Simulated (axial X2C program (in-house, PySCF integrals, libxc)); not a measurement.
**Which molecule has these constants?**

Computed with an axial X2C code built on PySCF integrals, spin-free (one-electron X2C) or two-component (2c: spin–orbit coupling with atomic mean-field Coulomb and Gaunt terms, which also bring small scalar terms), in Dyall basis sets with cores contracted in-house; open shells are unrestricted.

A two-component PBE0 calculation in a Dyall 3-zeta basis gave Re = 1.661 Å, ωe = 1065.0 cm⁻¹, De = 4.34 eV, dipole magnitude 1.42 D, Ω = 1/2.

Question: Which molecule is it?
A. BiC
B. CN
C. AsC
D. PC

Answer: C. The others have BiC 2.094 Å and 603.2 cm⁻¹ (Ω = 3/2); PC 1.555 Å and 1294.4 cm⁻¹ (Ω = 1/2); CN 1.160 Å and 2180.6 cm⁻¹ (Ω = 1/2).

Each entry is the lowest single determinant of a limited PBE0 search at one distance. De goes to single-determinant-based atoms at the same level (for ions the charge split of lowest energy) and is withheld (n/a) where an atom does not fit its ground term or J level. Main or longest-lived isotopes. One determinant is a doubtful description, or other states lie close, for AsC, BiC, PC; these need not be ground states, and all values refer to the states named. With several unpaired electrons the Ω given is that of one determinant, not necessarily of the lowest component. Some light 2c atoms are not at their ground J level, so De misses part of their lowering (0.04 eV or less). The functionals have no current term, which raises determinants with orbital currents.
